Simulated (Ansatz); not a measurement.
A structure relaxed at r2SCAN-D4/def2-TZVP in Ansatz, charge 0, singlet:

```xyz
4

Pd   -1.2536   -0.6807    1.3057
Pd    1.2538    0.6807   -1.3056
O     0.5298   -0.0680    0.4732
O    -0.5299    0.0680   -0.4733
```

Q: Give its formula and point group.

A: Pd2O2. Point group D2h (tolerance 0.1 Å).

Q: Summarise the bond lengths by kind (pairs closer than 1.2 times the sum of covalent radii, bridged metal pairs left out).

A: 4 × O–Pd 2.06 Å; 1 × O–O 1.43 Å.

In the def2 sets Pd takes a core potential; there is no spin–orbit coupling. The structure holds 1 bond(s) between oxygen atoms. The restricted singlet is unstable towards broken spin symmetry at other levels; at r2SCAN-D4/def2-TZVP this wasn't settled. The relaxation made no stability test and no search for a lower SCF solution. No other spin state of charge 0 was run. Another isomer (triplet) lies 0.29 eV lower at PBE0-D4/def2-TZVP; other spin states weren't run for this one.
